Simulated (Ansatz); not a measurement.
GeH4OSSe (`[OH][GeH]([SH])[SeH]`), 8 atoms. The species carries charge 0 and has multiplicity 1. Correlated methods include outer-core shells of Ge, Se, which these sets cover unevenly. Scalar relativity is left out up to krypton. All runs use 4 threads of a server CPU on a shared host. Correlated methods freeze the cores.

(1) How many basis functions does each run have, and how long does it take in Ansatz? RKS PBE0-D4/def2-TZVP relaxation (7 steps); RKS PBE-QIDH (frozen core)/def2-TZVPP energy; RKS PBE0-D4/def2-TZVP frequencies; RKS revPBE-D4/def2-TZVPP energy; direct RPA on PBE orbitals/def2-TZVPP energy; RHF-MP2/def2-QZVPP energy; RKS r2SCANh-D4/def2-TZVPP energy; RKS PBE0-D4/def2-QZVPP energy; RKS PBE0-D4/def2-SVP energy; RKS ωB97M-V/def2-QZVPP energy; RKS B3LYP-D4/def2-TZVPP energy and forces; RKS ωB97M-V/def2-SVP energy. (Estimate.)

Results:

(1) The calculation gave: Other jobs shared the machine, so times are rough.

```csv
level,job,functions,wall time,peak host memory (GiB)
RKS PBE0-D4/def2-SVP,energy,116,1.9 s,0.29
RKS revPBE-D4/def2-TZVPP,energy,225,2.9 s,0.33
direct RPA on PBE orbitals/def2-TZVPP,energy,225,5.5 s,0.49
RKS B3LYP-D4/def2-TZVPP,energy and forces,225,7 s,0.81
RKS ωB97M-V/def2-SVP,energy,116,7 s,0.41
RKS r2SCANh-D4/def2-TZVPP,energy,225,7.5 s,0.83
RKS PBE-QIDH (frozen core)/def2-TZVPP,energy,225,7.5 s,0.63
RKS PBE0-D4/def2-QZVPP,energy,425,14 s,2
RKS ωB97M-V/def2-QZVPP,energy,425,27 s,2.3
RHF-MP2/def2-QZVPP,energy,425,28 s,2.4
RKS PBE0-D4/def2-TZVP,relaxation (7 steps),188,41 s,0.65
RKS PBE0-D4/def2-TZVP,frequencies,188,2.9 min,0.66
```

B3LYP here is the variant with VWN-RPA as its local correlation; programs differ in this.
